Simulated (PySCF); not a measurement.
C₂H₅ClSi₂, SMILES [SiH2]1[SiH2]C=C1Cl.

Geometry: r2SCAN-D4/def2-SVP. The structure was generated by enumeration, and PubChem lists no compound with its InChIKey, so it may never have been made.

Two levels are set side by side: PBE/def2-TZVP (PySCF) and B3LYP/def2-TZVP (PySCF). Same geometry, gas phase. Differences are taken from unrounded values.

```json
[
 {"quantity": "orbital gap (eV)", "B3LYP": "6.25", "PBE": "4.61", "PBE minus B3LYP": "-1.65"},
 {"quantity": "highest occupied level (eV)", "B3LYP": "-7.45", "PBE": "-6.60", "PBE minus B3LYP": "0.86"},
 {"quantity": "lowest empty level (eV)", "B3LYP": "-1.20", "PBE": "-1.99", "PBE minus B3LYP": "-0.79"},
 {"quantity": "dipole moment (D)", "B3LYP": "1.28", "PBE": "1.08", "PBE minus B3LYP": "-0.20"},
 {"quantity": "mean polarisability (bohr³)", "B3LYP": "90.7", "PBE": "93.4", "PBE minus B3LYP": "2.8"}
]
```

Without exact exchange PBE keeps part of each electron's self-repulsion, which lifts occupied levels and narrows the gap. Loosely held outer electrons make PBE densities more polarisable. Differences between two approximate levels are no errors against the true value.

Rough cost on one machine, each run with all the roots and properties that it gave: B3LYP against PBE within a factor of 2.
